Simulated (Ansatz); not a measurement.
System: C$_{4}$H$_{9}$O$_{2}$, charge 0, multiplicity 2. It need not be the lowest isomer of its formula. SMILES: CO[C](C)OC
Geometry from a B3LYP-D3(BJ)/def2-TZVP (Ansatz, a program for electronic structure) optimisation:
```xyz
15

C      0.1667    -1.8507    -0.0670
C     -0.1944    -0.4014    -0.0270
O      0.7173     0.4904     0.4955
C      1.0877     0.2828     1.8490
O     -0.7082     0.0376    -1.2053
C     -1.1565     1.3909    -1.2372
H      0.3914    -2.2331     0.9280
H     -0.6665    -2.4209    -0.4739
H      1.0455    -2.0203    -0.7061
H      1.7173    -0.6042     1.9630
H      0.2024     0.1795     2.4829
H      1.6548     1.1599     2.1542
H     -1.8599     1.5798    -0.4217
H     -1.6583     1.5192    -2.1938
H     -0.3208     2.0864    -1.1608
```
Charge 0, spin multiplicity 2.

Property: atomisation energy (electronic, to ground-state atoms); the coupled-cluster value holds the core correlation from cc-pwCVTZ, in kcal/mol. Correlated levels leave the core frozen unless marked. UHF or UKS for open shells. No spin-orbit coupling. Non-relativistic. Basis-set limits of correlation are two-point, X^-3; Hartree-Fock from the larger set. [CCSD(T)-MP2]/basis is that difference in the basis named.

Level to compare with: RI-MP2/CBS(cc-pVTZ,cc-pVQZ)+[CCSD(T)-MP2]/cc-pVTZ plus the core term (Ansatz), 1389.6 kcal/mol. It is a level with limits of its own, and the differences hold the functionals' basis error too.

Problem. Rank these functionals by how close they come to RI-MP2/CBS(cc-pVTZ,cc-pVQZ)+[CCSD(T)-MP2]/cc-pVTZ, closest first: BHLYP/def2-TZVPD (Ansatz); wB97M-V/def2-TZVPD (Ansatz); r2SCANh/def2-TZVPD (Ansatz).

Solution. wB97M-V/def2-TZVPD (range-separated hybrid meta-GGA with VV10, 1387.0 kcal/mol, difference -2.6), r2SCANh/def2-TZVPD (hybrid meta-GGA, 1381.0 kcal/mol, difference -8.6), BHLYP/def2-TZVPD (global hybrid, 1334.8 kcal/mol, difference -54.8)
